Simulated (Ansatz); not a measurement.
Geometry optimisation, RKS B3LYP/def2-SVP (Ansatz).

The input (input.yaml):

```yaml
crystal:
  periodic: [false, false, false]
  atoms:
    - { symbol: Si, position_ang: [0.0, 0.0, 0.0] }
    - { symbol: F, position_ang: [0.0, 0.0, 1.59] }
    - { symbol: O, position_ang: [1.5842, 0.0, -0.5594] }
    - { symbol: Si, position_ang: [2.4906, -1.3762, -0.8866] }
    - { symbol: H, position_ang: [1.6598, -2.3521, -1.5857] }
    - { symbol: H, position_ang: [3.6318, -1.0202, -1.7249] }
    - { symbol: H, position_ang: [2.9691, -1.9538, 0.366] }
    - { symbol: H, position_ang: [-0.6877, 1.1914, -0.4862] }
    - { symbol: H, position_ang: [-0.6877, -1.1914, -0.4862] }
basis:
  gaussian: { orbitals: def2-SVP }
hamiltonian:
  xc: b3lyp
relax:
  f_tol: 0.02
  max_steps: 40
output:
  orbitals: {}
```

Run as:

```bash
$ ansatz run input.yaml --threads 2 --pin off --max-ram 3072MiB --backend cpu --events-out ev --progress --plain --runs-dir out
```

Q: Where does it end, and by what steps?

A: The run converged. After 7 steps the energy has fallen by 0.175 eV; H9 moved furthest, 0.55 Å.

| step | energy less start (eV) | largest force component (eV/Å) | accepted |
| --- | --- | --- | --- |
| 0 | 0.0000 | 1.309 | yes |
| 1 | -0.0828 | 0.820 | yes |
| 2 | -0.1227 | 0.335 | yes |
| 3 | -0.1644 | 0.087 | yes |
| 4 | -0.1716 | 0.104 | yes |
| 5 | -0.1731 | 0.068 | yes |
| 6 | -0.1736 | 0.073 | yes |
| 7 | -0.1755 | 0.007 | yes |

```xyz
9
Properties=species:S:1:pos:R:3
Si -0.131 0.027 0.000
F -0.099 -0.008 1.622
O 1.338 -0.409 -0.583
Si 2.582 -1.465 -0.911
H 2.051 -2.669 -1.614
H 3.566 -0.773 -1.786
H 3.245 -1.885 0.355
H -0.421 1.417 -0.418
H -1.171 -0.938 -0.439
```

Whether the end is a true minimum wasn't checked by a vibrational analysis.

The run took 15 s on 2 threads of Arm Neoverse V1, on a shared host, peak memory 0.17 GiB.
